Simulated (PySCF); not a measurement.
H$_{3}$Al, triplet, at a GFN2-xTB geometry (such geometries of metal compounds can be far from the true shape) (a higher spin typed on purpose: for a closed-shell molecule this is an excited state); MP2/def2-TZVP (PySCF).

The PySCF input:
```python
from pyscf import gto, scf, mp

mol = gto.Mole()
mol.atom = '''
    Al   -0.008521    0.116017    0.094059
    H     0.592355   -1.441775    0.613279
    H    -0.412095    1.227768   -0.982922
    H    -0.069489   -1.294210   -0.853122
'''
mol.basis = 'def2-tzvp'
mol.charge = 0
mol.spin = 2
mol.verbose = 4
mol.build()

mf = scf.UHF(mol)
mf.kernel()

pt = mp.MP2(mf)
pt.kernel()
print('E(MP2) = %.10f' % pt.e_tot)
```

Output, abridged:

```
PySCF version 2.14.0

[INPUT] verbose = 4
[INPUT] num. atoms = 4
[INPUT] num. electrons = 16
[INPUT] charge = 0
[INPUT] spin (= nelec alpha-beta = 2S) = 2
[INPUT] symmetry False subgroup None
[INPUT] Mole.unit = angstrom
[INPUT] Symbol           X                Y                Z      unit          X                Y                Z       unit  Magmom
[INPUT]  1 Al    -0.008521000000   0.116017000000   0.094059000000 AA   -0.016102356307   0.219240355794   0.177745749550 Bohr   0.0
[INPUT]  2 H      0.592355000000  -1.441775000000   0.613279000000 AA    1.119388718517  -2.724559883245   1.158929347947 Bohr   0.0
[INPUT]  3 H     -0.412095000000   1.227768000000  -0.982922000000 AA   -0.778746687303   2.320145264505  -1.857453381810 Bohr   0.0
[INPUT]  4 H     -0.069489000000  -1.294210000000  -0.853122000000 AA   -0.131315178670  -2.445702447673  -1.612166930841 Bohr   0.0

nuclear repulsion = 12.9789641428181
number of shells = 25
number of NR pGTOs = 87
number of NR cGTOs = 55
basis = def2-tzvp
ecp = {}

******** <class 'pyscf.scf.uhf.UHF'> ********
method = UHF
initial guess = minao
damping factor = 0
level_shift factor = 0
DIIS = <class 'pyscf.scf.diis.CDIIS'>
diis_start_cycle = 1
diis_space = 8
diis_damp = 0
SCF conv_tol = 1e-09
SCF conv_tol_grad = None
SCF max_cycles = 50
direct_scf = True
direct_scf_tol = 1e-13
number electrons alpha = 9  beta = 7
Set gradient conv threshold to 3.16228e-05
init E= -243.182834011305

cycle= 1 E= -243.464750924201  delta_E= -0.282  |g|= 0.147  |ddm|= 1.61
cycle= 2 E= -243.493675452924  delta_E= -0.0289  |g|= 0.0549  |ddm|= 0.626
cycle= 3 E= -243.498768521514  delta_E= -0.00509  |g|= 0.0217  |ddm|= 0.223
cycle= 4 E= -243.499721141946  delta_E= -0.000953  |g|= 0.00815  |ddm|= 0.0946
cycle= 5 E= -243.499928780101  delta_E= -0.000208  |g|= 0.0041  |ddm|= 0.0343
cycle= 6 E= -243.500005937034  delta_E= -7.72e-05  |g|= 0.00189  |ddm|= 0.0206
cycle= 7 E= -243.50002908589  delta_E= -2.31e-05  |g|= 0.00108  |ddm|= 0.0117
cycle= 8 E= -243.500040844145  delta_E= -1.18e-05  |g|= 0.000684  |ddm|= 0.00925
cycle= 9 E= -243.500047824732  delta_E= -6.98e-06  |g|= 0.000365  |ddm|= 0.00943
cycle= 10 E= -243.500049737985  delta_E= -1.91e-06  |g|= 0.00016  |ddm|= 0.00576
cycle= 11 E= -243.500050003794  delta_E= -2.66e-07  |g|= 6.49e-05  |ddm|= 0.00212
cycle= 12 E= -243.500050035879  delta_E= -3.21e-08  |g|= 2.28e-05  |ddm|= 0.000609
cycle= 13 E= -243.500050039702  delta_E= -3.82e-09  |g|= 1.04e-05  |ddm|= 0.00021
cycle= 14 E= -243.500050040423  delta_E= -7.21e-10  |g|= 5.02e-06  |ddm|= 8.17e-05
Extra cycle  E= -243.500050040494  delta_E= -7.09e-11  |g|= 3.8e-06  |ddm|= 1.12e-05
converged SCF energy = -243.500050040494  <S^2> = 2.0285543  2S+1 = 3.0189762

******** <class 'pyscf.mp.ump2.UMP2'> ********
nocc = (np.int64(9), np.int64(7)), nmo = (55, 55)
E(UMP2) = -243.687881161572  E_corr = -0.187831121078279
E(SCS-UMP2) = -243.690863381621  E_corr = -0.190813341127764
E_corr(same-spin) = -0.0399046201917363
E_corr(oppo-spin) = -0.147926500886543
E(MP2) = -243.6878811616
```
